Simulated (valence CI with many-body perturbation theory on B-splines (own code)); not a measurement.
## Ladder of approximations for Pr XXVI

Calculated by configuration interaction combined with many-body perturbation theory (CI+MBPT): six valence electrons over a frozen Dirac-Fock core [Ar] 3d10, a basis of 9 s, 9 p, 8 d, 6 f, 3 g, 1 h functions for each j, with the one-electron correlation potential Σ1 (screened to all orders), the two-electron term Σ2, the three-electron term Σ3, Breit, model QED; selected single and double excitations, second order for the rest, scaled by the run's own slope (own B-spline code, finite nucleus).

No measured spectrum was set against this ion. As an estimate, levels hold to about 250 cm⁻¹ or 0.2 % of their energy and the worst to 1 %, as in measured heavy ions of charge 2 to 7; those with d or f electrons hold less well. Among the levels kept, up to 700 cm⁻¹ of a level comes from second order outside the variational space, and about a tenth of that is noise between levels of different J, which matters for small intervals.

Each rung adds one term. CI alone is the Dirac-Coulomb CI over the frozen core; QED comes last and gives the full result, which names the levels. Energies are above (4s^2 4p1/2^2 4p3/2^2) J=2 on the same rung, in eV.

Levels are named by their leading jj configuration (3d3/2^4 stands for four electrons in 3d with j = 3/2), which in mixed levels can hold well under half, so a name can repeat and another be missing.

```
                         Level  CI alone
    (4s^2 4p1/2^2 4p3/2^2) J=0      5.99
      (4s^2 4p1/2 4p3/2^3) J=1     25.49
      (4s^2 4p1/2 4p3/2^3) J=2     28.86
            (4s^2 4p3/2^4) J=0     57.07
      (4s 4p1/2^2 4p3/2^3) J=2     87.51
      (4s 4p1/2^2 4p3/2^3) J=1     93.70
(4s^2 4p1/2^2 4p3/2 4d3/2) J=2    101.17
(4s^2 4p1/2^2 4p3/2 4d3/2) J=0    102.31
(4s^2 4p1/2^2 4p3/2 4d3/2) J=3    102.72
(4s^2 4p1/2^2 4p3/2 4d3/2) J=1    105.97
(4s^2 4p1/2^2 4p3/2 4d5/2) J=4    107.37
(4s^2 4p1/2^2 4p3/2 4d5/2) J=2    111.22
        (4s 4p1/2 4p3/2^4) J=0    113.28
(4s^2 4p1/2^2 4p3/2 4d5/2) J=3    115.62
        (4s 4p1/2 4p3/2^4) J=1    118.03
(4s^2 4p1/2^2 4p3/2 4d5/2) J=1    119.93
```

What do these energies become with core correlation, Breit and QED?

(4s^2 4p1/2^2 4p3/2^2) J=0 5.89 (-0.104); (4s^2 4p1/2 4p3/2^3) J=1 25.48 (-0.017); (4s^2 4p1/2 4p3/2^3) J=2 28.75 (-0.105); (4s^2 4p3/2^4) J=0 56.90 (-0.171); (4s 4p1/2^2 4p3/2^3) J=2 87.37 (-0.141); (4s 4p1/2^2 4p3/2^3) J=1 93.43 (-0.274); (4s^2 4p1/2^2 4p3/2 4d3/2) J=2 100.83 (-0.344); (4s^2 4p1/2^2 4p3/2 4d3/2) J=0 101.98 (-0.329); (4s^2 4p1/2^2 4p3/2 4d3/2) J=3 102.35 (-0.374); (4s^2 4p1/2^2 4p3/2 4d3/2) J=1 105.43 (-0.537); (4s^2 4p1/2^2 4p3/2 4d5/2) J=4 106.90 (-0.462); (4s^2 4p1/2^2 4p3/2 4d5/2) J=2 110.61 (-0.609); (4s 4p1/2 4p3/2^4) J=0 113.15 (-0.132); (4s^2 4p1/2^2 4p3/2 4d5/2) J=3 114.93 (-0.699); (4s 4p1/2 4p3/2^4) J=1 117.57 (-0.462); (4s^2 4p1/2^2 4p3/2 4d5/2) J=1 119.33 (-0.598).

How does the ionisation energy move along the ladder, and which term matters most?

CI alone 881.61, + Σ1 882.92, + Σ2 883.12, + Σ3 882.76, + Breit 882.28, + QED 882.27 eV. The largest step is Σ1, 1.30 eV. NIST lists 880 ± 4 eV (theoretical).
